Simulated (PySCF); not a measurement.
Electronic absorption of C2H6N2Si2

Compound: C2H6N2Si2.
SMILES: `C#C[SiH]1N[SiH2]N1`

The calculation used TDDFT CAM-B3LYP/def2-SVPD, vertical, gas phase, core orbitals frozen in the response in PySCF 2.14.0, density-fitted response routines. Geometry: PBE0-D3(BJ)/def2-SVP; no solvent, vibrations or thermal averaging.

Question: List the vertical singlet excitations with oscillator strengths and describe the spectrum.

Answer: 

```
state  E (eV)  E (kJ/mol)  λ (nm)       f  symmetry   main configurations (H = HOMO, L = LUMO)
   S1    5.68         548   218.2   0.036        A′                                  H→L (92%)
   S2    5.70         550   217.4  0.0001         –                 H-2→L (65%), H-2→L+3 (18%)
   S3    5.93         572   209.2  0.0002         –                                H-1→L (85%)
   S4    6.19         597   200.4  0.0030        A′  H-3→L (45%), H-2→L+1 (21%), H-2→L+2 (11%)
   S5    6.25         603   198.4  0.0005         –  H-3→L+1 (34%), H→L+1 (25%), H-3→L+2 (20%)
   S6    6.78         654   182.8  0.0022        A″                 H→L+1 (64%), H-3→L+1 (16%)
   S7    7.00         675   177.2  0.0019         –                              H-1→L+1 (85%)
   S8    7.24         699   171.3  0.0025        A′                                H→L+3 (84%)
   S9    7.29         704   170.0  0.0004         –                              H-1→L+3 (73%)
  S10    7.44         718   166.7  0.0009         –                    H→L+2 (70%), H→L+5 (8%)
```

Triplets, Tamm–Dancoff:

| state | E (eV) | λ (nm) | main configurations (H = HOMO, L = LUMO) |
| --- | --- | --- | --- |
| T1 | 4.79 | 259.0 | H-3→L (36%), H-3→L+3 (17%), H→L (15%) |
| T2 | 5.21 | 237.8 | H-2→L (52%), H-2→L+3 (18%), H-3→L+1 (9%) |
| T3 | 5.30 | 233.9 | H-2→L+1 (36%), H-2→L+2 (21%), H→L (17%) |
| T4 | 5.56 | 223.0 | H→L (60%), H-3→L (21%) |

The lowest singlet lies at 5.68 eV (218 nm, ultraviolet) and is of moderate strength; its leading configuration is HOMO→LUMO (92%). The lowest level is also the most intense of those listed (f = 0.036). Löwdin shares by element: HOMO nitrogen 75%, silicon 10%; LUMO carbon 32%, silicon 31% (atoms not listed hold the other 38%). Of the 10 states listed, 1 reaches f = 0.01 and 3 stay under 0.0005. The oscillator strengths of these states sum to 0.047; summed over the whole spectrum of an exact calculation they would give the number of electrons, 60 (Thomas–Reiche–Kuhn). Weighted by f, the mean energy of these states is 5.96 eV. The vertical ionisation energy (ΔSCF) is 9.38 eV, 1.94 eV above S10. Symmetry labels in Cs follow from the direction of the transition dipole and are given only for states with f of 0.002 or more. Only the lowest 10 singlets were computed, as vertical energies without vibronic structure.

Time: 2.0 min of wall time (with the writing of density and orbital grids); peak memory 0.99 GiB. Hardware: Arm Neoverse V1, one thread, shared host with 32 logical CPUs at a one-minute load of 24.
